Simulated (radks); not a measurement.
Results of a calculation; reference values are marked as such.
Effect of the nuclear size on the lanthanum ion La21+, [Kr]. Level of theory: Dirac Kohn-Sham, LDA (Slater exchange, Perdew-Wang correlation), spin-unpolarised, spherical densities, finite nucleus; Fermi nuclear charge, rms radius 4.855 fm (a radial shooting solver on a logarithmic mesh with Libxc functionals). The rms radius is varied about that value; shifts are against it.

rms radius (fm),total energy shift (eV),density at nucleus (e/bohr^3),1s1/2 shift (meV),2s1/2 shift (meV),3p1/2 shift (meV),4s1/2 shift (meV),4p1/2 shift (meV),4p3/2 shift (meV),5s1/2 (empty) shift (meV)
3.9714,-3.11,3.649e+05,-1290,-157,1.41,-8.70,0.449,0.724,-3.41
4.4909,-1.34,3.56e+05,-558,-67.7,0.608,-3.76,0.194,0.313,-1.47
4.855,0,3.505e+05,0.000,0.000,0.000,0.000,0.000,0.000,0.000
5.1949,1.33,3.458e+05,552,67.0,-0.601,3.72,-0.192,-0.309,1.46
5.8163,3.94,3.38e+05,1640,199,-1.78,11.0,-0.568,-0.918,4.32

Slopes of the eigenvalues against <r^2> in GHz/fm^2, as finite differences over the two radii next to the reference (eigenvalue slopes, not the field-shift constants of lines): 1s1/2 39400, 2s1/2 4770, 3p1/2 -42.9, 4s1/2 265, 4p1/2 -13.7, 4p3/2 -22.0, 5s1/2 (empty) 104.
